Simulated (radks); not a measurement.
Species: the tantalum ion Ta30+. Configuration: [Kr] 4d6.5 4f0.5 (fractional occupations, a model configuration). Calculated with a radial shooting solver on a logarithmic mesh with Libxc functionals: scalar-relativistic Kohn-Sham, AM05, spin-polarised, spherical densities, point nucleus; open shells are filled with parallel spins first (spin-orbit coupling, left out, can overturn this in heavy ions).

Normalised radial functions P(r) = r R(r), r in bohr:

r	4s up	4p up	4f down
0.001013	0.1642	0.0049	0.0000
0.001319	0.2001	0.0076	0.0000
0.001703	0.2404	0.0117	0.0000
0.0022	0.2861	0.0179	0.0000
0.002842	0.3358	0.0274	0.0000
0.003701	0.3887	0.0424	0.0000
0.004781	0.4367	0.0644	0.0000
0.006176	0.4737	0.0971	0.0000
0.007978	0.4883	0.1444	0.0001
0.01039	0.4636	0.2137	0.0001
0.01342	0.3824	0.3047	0.0004
0.01733	0.2283	0.4199	0.0009
0.02239	-0.0043	0.5516	0.0022
0.02916	-0.3052	0.6805	0.0056
0.03766	-0.5920	0.7518	0.0134
0.04865	-0.7602	0.7013	0.0309
0.06284	-0.6718	0.4568	0.0680
0.08183	-0.2243	-0.0236	0.1451
0.1057	0.4573	-0.6079	0.2830
0.1365	1.0292	-1.0364	0.5094
0.1764	1.0160	-0.9589	0.8327
0.2297	0.1664	-0.1806	1.2237
0.2967	-1.0474	0.9328	1.5393
0.3832	-1.8018	1.7030	1.6305
0.495	-1.6257	1.6492	1.3964
0.6446	-0.8695	0.9714	0.8978
0.8327	-0.2772	0.3497	0.4112
1.076	-0.0472	0.0696	0.1198
1.389	-0.0037	0.0066	0.0193
1.809	-0.0001	0.0002	0.0013
2.337	0.0000	0.0000	0.0000

4s up: eigenvalue -1539.6 eV, 3 radial nodes at r = 0.0223, 0.0895, 0.238 bohr, <r> = 0.427 bohr, 90 % of the charge inside 0.606 bohr. 4p up: eigenvalue -1387.2 eV, 2 radial nodes at r = 0.0809, 0.240 bohr, <r> = 0.443 bohr, 90 % of the charge inside 0.633 bohr. 4f down (empty): eigenvalue -993.08 eV, 0 radial nodes, <r> = 0.427 bohr, 90 % of the charge inside 0.640 bohr.
